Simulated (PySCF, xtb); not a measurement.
Sb(Cl)(TeH)2 (ClH2SbTe2), SMILES [TeH][Sb]([TeH])[Cl].

GFN2-xTB (xtb) at its own geometry gives an orbital gap of 3.58 eV and a dipole moment of 2.67 D.

Geometry: PBE0-D3(BJ)/def2-SVP. A frequency run showed that this geometry is not a minimum. The structure was generated by enumeration; whether it is a known compound was not checked. The def2 effective core potentials stand for the cores of Sb, Te; spin–orbit coupling is left out.

Problem. What does B3LYP/def2-TZVP (PySCF) give? (Estimate from the structure and the level; the computed values follow.)

Solution. gap 4.22 eV (levels -6.45 and -2.23 eV), dipole 2.25 D.
